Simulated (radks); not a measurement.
The numbers below are computed, except where a source is named.
Charge is removed step by step from the 1s level of Li+, starting from [He]. Level of theory: non-relativistic Kohn-Sham, SCAN, spin-unpolarised, spherical densities, point nucleus; meta-GGA in the generalised Kohn-Sham scheme (a radial shooting solver on a logarithmic mesh with Libxc functionals).

| removed (e) | E - E(0) (eV) | eigenvalue (eV) |
|---|---|---|
| 0 | 0.000 | -61.919 |
| 0.25 | 16.601 | -70.948 |
| 0.375 | 25.759 | -75.583 |
| 0.5 | 35.500 | -80.287 |
| 0.625 | 45.833 | -85.054 |
| 0.75 | 56.766 | -89.873 |

The mean slope of the eigenvalue, de/dn, is 37.3 eV per electron.
